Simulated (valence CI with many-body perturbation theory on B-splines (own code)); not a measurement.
## Level structure of Tm LVI

Calculated by valence CI with perturbative core correlation (CI+MBPT): four valence electrons over a frozen Dirac-Fock core [Ne], radial functions for each j: 11 s, 11 p, 9 d, 7 f, 5 g, 2 h, 1 i, with the one-electron correlation potential Σ1 (screened to all orders), the two-electron term Σ2, the three-electron term Σ3, Breit, model QED; selected single and double excitations, second order for the rest (own B-spline code, finite nucleus).

The last digits are not significant, and no measured levels were compared; by estimate large intervals hold to a few tenths of a per cent, small ones and those within an open d or f shell to about a per cent.

Levels 1 to 45 of 65, with energies above the lowest level, (3s^2 3p1/2^2) J=0. "Leading %" is the weight of the configuration and term that name the level; weights of strongly mixed levels are sums over their largest components and can fall short. In the jj column 3d3/2^4 stands for four electrons in 3d with j = 3/2.

```
No.  Configuration  Term  J  E (× 10³ cm⁻¹)  Leading %      g                   Leading jj
  1        3s2 3p2    3P  0            0.00         69                 3s^2 3p1/2^2 (99 %)
  2        3s2 3p2    3P  1          1992.4         99  1.491      3s^2 3p1/2 3p3/2 (99 %)
  3        3s2 3p2    1D  2          2062.0         64  1.167      3s^2 3p1/2 3p3/2 (99 %)
  4         3s 3p3   3P°  2          3206.6         45  1.537      3s 3p1/2^2 3p3/2 (96 %)
  5         3s 3p3   3D°  1          3415.9         30  1.037      3s 3p1/2^2 3p3/2 (83 %)
  6      3s2 3p 3d   3F°  2          3618.1         74  0.754      3s^2 3p1/2 3d3/2 (99 %)
  7      3s2 3p 3d   3D°  1          3932.8         45  0.877      3s^2 3p1/2 3d3/2 (83 %)
  8        3s2 3p2    3P  2          4106.2         63  1.310          3s^2 3p3/2^2 (98 %)
  9      3s2 3p 3d   3P°  2          4228.7         44  1.293      3s^2 3p1/2 3d5/2 (95 %)
 10      3s2 3p 3d   3F°  3          4235.7         52  1.109      3s^2 3p1/2 3d5/2 (98 %)
 11        3s2 3p2    1S  0          4257.3         68                 3s^2 3p3/2^2 (98 %)
 12      3s 3p2 3d    3D  1          4861.8         42  0.429      3s 3p1/2^2 3d3/2 (98 %)
 13      3s 3p2 3d    3D  2          4914.5         29  1.138      3s 3p1/2^2 3d3/2 (96 %)
 14         3s 3p3   3D°  2          5148.3         50  1.519      3s 3p1/2 3p3/2^2 (94 %)
 15         3s 3p3   3D°  3          5278.7         93  1.310      3s 3p1/2 3p3/2^2 (93 %)
 16         3s 3p3   3P°  0          5367.2         87             3s 3p1/2 3p3/2^2 (87 %)
 17      3s 3p2 3d    3D  3          5437.0         33  1.351      3s 3p1/2^2 3d5/2 (97 %)
 18         3s 3p3   3P°  1          5472.4         36  1.270      3s 3p1/2 3p3/2^2 (83 %)
 19         3s 3p3   1D°  2          5478.0         56  1.082      3s 3p1/2 3p3/2^2 (73 %)
 20      3s 3p2 3d    3F  2          5539.9         28  1.022      3s 3p1/2^2 3d5/2 (95 %)
 21         3s 3p3   3S°  1          5558.4         33  1.350      3s 3p1/2 3p3/2^2 (96 %)
 22      3s2 3p 3d   3F°  3          5886.5         43  1.092      3s^2 3p3/2 3d3/2 (93 %)
 23      3s2 3p 3d   3D°  2          5907.8         41  1.060      3s^2 3p3/2 3d3/2 (72 %)
 24      3s2 3p 3d   3P°  1          5914.5         47  1.121      3s^2 3p3/2 3d3/2 (84 %)
 25      3s2 3p 3d   3P°  0          5923.9         87             3s^2 3p3/2 3d3/2 (87 %)
 26      3s2 3p 3d   3F°  4          6178.5         99  1.239      3s^2 3p3/2 3d5/2 (99 %)
 27      3s2 3p 3d   3P°  2          6244.0         44  1.240      3s^2 3p3/2 3d5/2 (95 %)
 28      3s2 3p 3d   3D°  3          6426.8         58  1.193      3s^2 3p3/2 3d5/2 (94 %)
 29      3s2 3p 3d   1P°  1          6497.9         63  1.075      3s^2 3p3/2 3d5/2 (96 %)
 30            3p4    3P  2          6637.5         25  1.186  3s 3p1/2 3p3/2 3d3/2 (58 %)
 31      3s 3p2 3d    5D  0          6697.4         72         3s 3p1/2 3p3/2 3d3/2 (91 %)
 32      3s 3p2 3d    5D  1          6718.8         52  1.148  3s 3p1/2 3p3/2 3d3/2 (99 %)
 33      3s 3p2 3d    5F  3          6757.4         45  1.139  3s 3p1/2 3p3/2 3d3/2 (96 %)
 34            3p4    3P  2          6776.3         25  1.173  3s 3p1/2 3p3/2 3d3/2 (54 %)
 35            3p4    1S  0          6852.7         43              3p1/2^2 3p3/2^2 (68 %)
 36      3s 3p2 3d    3G  4          6880.0         29  1.171  3s 3p1/2 3p3/2 3d3/2 (93 %)
 37      3s 3p2 3d    3F  2          6984.5         61  0.907  3s 3p1/2 3p3/2 3d3/2 (85 %)
 38      3s 3p2 3d    3D  3          7028.0         31  1.306  3s 3p1/2 3p3/2 3d3/2 (89 %)
 39      3s 3p2 3d    5P  1          7063.9         32  1.745  3s 3p1/2 3p3/2 3d3/2 (96 %)
 40      3s 3p2 3d    3D  2          7071.8         24  1.404  3s 3p1/2 3p3/2 3d3/2 (85 %)
 41      3s 3p2 3d    3G  3          7102.6         48  0.927  3s 3p1/2 3p3/2 3d3/2 (97 %)
 42      3s 3p2 3d    3D  1          7115.4         42  0.811  3s 3p1/2 3p3/2 3d3/2 (94 %)
 43      3s 3p2 3d    5D  4          7167.2         47  1.386  3s 3p1/2 3p3/2 3d5/2 (99 %)
 44      3s 3p2 3d    3D  1          7279.0         53  0.935  3s 3p1/2 3p3/2 3d3/2 (84 %)
 45      3s 3p2 3d    3F  2          7312.9         18  1.037  3s 3p1/2 3p3/2 3d3/2 (66 %)
```

The ionisation energy to 3s2 3p 2P°_1/2 of the next ion comes out as 5529.6 eV (NIST: 5527 ± 5 eV (theoretical)). All 65 levels together are meant to be complete up to 8037.9 × 10³ cm⁻¹.
